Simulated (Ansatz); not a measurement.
Basis-set extrapolation for C$_{2}$H$_{8}$AlNO$_{2}$ (`C[N](C)[Al]([OH])[OH]`) (PBE0-D4/def2-TZVP geometry, frozen core, Ansatz). Multiplicity 1, RHF reference.

```csv
,def2-TZVPP,def2-QZVPP
HF,-526.763337,-526.785065
MP2 correlation,-1.123425,-1.206312
CCSD(T) correlation,-1.200867,not run
```

Energies in hartree. Use E(X) = E(∞) + A·exp(−7.88·√X) for Hartree–Fock and E(X) = E(∞) + B·X^(−2.97) for correlation, with X = 3 and 4, and add CCSD(T) minus MP2 of the smaller set to the MP2 limit.

Question: What is the CCSD(T) energy at the basis-set limit?

Answer: HF limit: -526.785065 + (-0.021728) × 0.13774 = -526.78806. MP2 limit: -1.206312 + (-0.082887) × 0.74074 = -1.26771. Higher-order term: -1.200867 − (-1.123425) = -0.07744. Total: -528.13321 hartree, 4.60 eV below CCSD(T)/def2-TZVPP.
